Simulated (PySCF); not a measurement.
## BAs: frontier orbitals

revPBE at R = 1.850 Å; B def2-TZVPPD, As def2-TZVPPD; no relativity (PySCF 2.14). State: ³Π (triplet), unpaired electrons σ ↑, π ↑. Only the outer orbitals are listed, counted within each symmetry.

| spin | orbital | occ. | ε (eV) | on B (%) | main shells (%) |
| --- | --- | --- | --- | --- | --- |
| α | 8σ | 1 | -15.73 | 12 | 83 As s, 10 B s |
| α | 9σ | 1 | -9.69 | 54 | 55 B s, 24 As p, 21 As s |
| α | 4π | 1 | -6.83 | 32 | 67 As p, 31 B p |
| α | 10σ | 1 | -6.31 | 67 | 51 B p, 28 As p, 16 B s |
| α | 4π | 1 | -6.05 | 37 | 62 As p, 36 B p |
| α | 5π | 0 | -2.84 | 62 | 58 B p, 28 As p, 9 As d |
| α | 5π | 0 | -2.29 | 59 | 53 B p, 30 As p, 11 As d |
| α | 11σ | 0 | -0.05 | 74 | 70 B s, 21 As s |
| β | 8σ | 1 | -14.86 | 16 | 80 As s, 12 B s |
| β | 9σ | 1 | -8.58 | 43 | 44 B s, 34 As p, 22 As s |
| β | 4π | 1 | -5.70 | 33 | 66 As p, 31 B p |
| β | 4π | 0 | -5.34 | 34 | 66 As p, 31 B p |
| β | 10σ | 0 | -4.03 | 75 | 40 B p, 35 B s, 19 As p |
| β | 5π | 0 | -1.66 | 61 | 57 B p, 25 As p, 14 As d |

Which are the highest filled and the lowest empty level, where do they sit, and how wide is the gap?

Highest filled β 4π at -5.70 eV (in %: 66 As p, 31 B p); lowest empty β 4π at -5.34 eV (in %: 66 As p, 31 B p); the gap at revPBE is 0.36 eV. Both belong to one degenerate shell, split only by its one-sided filling, so this is no excitation gap.

```json
{"bond order (Mayer)": "2.03", "⟨S²⟩": "2.007", "charge on B (Mulliken, basis-dependent)": "0.06", "charge on B (Löwdin, basis-dependent)": "-0.62", "dipole moment (positive dipole means B(−)As(+))": "0.30 D"}
```

Spin–orbit coupling is left out. The state is the lowest determinant that a PBE0 search found; another state may lie lower at other levels.
